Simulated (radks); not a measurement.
The numbers below are computed, except where a source is named.
Valence configurations of Cu2+ (all share [Ar]). Code: a radial shooting solver on a logarithmic mesh with Libxc functionals. Model: scalar-relativistic Kohn-Sham, r2SCAN, spin-polarised, spherical densities, finite nucleus; open shells are filled with parallel spins first; meta-GGA in the generalised Kohn-Sham scheme; Fermi nuclear charge, rms radius 3.8823 fm. Energies are relative to 3d9; eigenvalues in eV for spin up.

| valence | E (eV) | moment (Bohr magnetons) | e(3d) | e(4p) | e(4s) |
|---|---|---|---|---|---|
| 3d9 | 0.000 | 1 | -30.400 | - | - |
| 3d8.5 4s0.5 | 3.862 | 2 | -34.233 | - | -23.804 |
| 3d8.5 4p0.5 | 7.592 | 2 | -34.965 | -16.640 | - |
| 3d8 4s1 | 8.165 | 3 | -38.199 | - | -25.761 |
| 3d8 4s0.5 4p0.5 | 12.197 | 3 | -38.932 | -18.013 | -25.942 |
| 3d8 4p1 | 16.126 | 3 | -39.653 | -18.346 | - |
| 3d7.5 4s0.5 4p1 | 21.576 | 4 | -43.772 | -19.621 | -27.970 |
| 3d7 4s1 4p1 | 27.727 | 5 | -48.065 | -20.740 | -29.575 |
| 3d7 4p2 | 36.490 | 5 | -49.441 | -21.373 | - |
| 3d6.5 4s1.5 4p1 | 37.143 | 5 | -52.704 | -21.456 | -30.575 |

NIST lists [Ar] 3d9 as the ground configuration; this level of theory agrees among the configurations tried. The energies are those of spherical high-spin densities, not of single terms.
